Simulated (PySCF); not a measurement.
Dipole response of Cr(2+) (chromium, charge +2)

[Ar] 3d3 4s1, high-spin 5F determinant (an excited configuration). Calculation: PySCF 2.14, in aug-cc-pVTZ (8s7p5d3f2g, 93 functions); the non-relativistic Hamiltonian (point nucleus). Coupled (time-dependent) response in atomic units; α is the mean over directions.

```tsv
method	mean α (bohr³)	C₆ (like pair)	S(−4)
M06-2X	20.93	88.31	395.1
```

S(−4) is the Cauchy moment in α(ω) = α(0) + S(−4) ω² + …

α(iu) at M06-2X:

| u (hartree) | α(iu) (bohr³) |
| --- | --- |
| 0 | 20.93 |
| 0.0500 | 19.99 |
| 0.100 | 17.68 |
| 0.200 | 12.42 |
| 0.300 | 8.739 |
| 0.500 | 5.130 |
| 0.750 | 3.326 |
| 1.00 | 2.457 |
| 1.50 | 1.589 |
| 2.00 | 1.138 |
| 3.00 | 0.6728 |
| 5.00 | 0.3151 |

For an ion, C₆ is the dispersion term alone; charge-induced terms of lower order in 1/R come first.
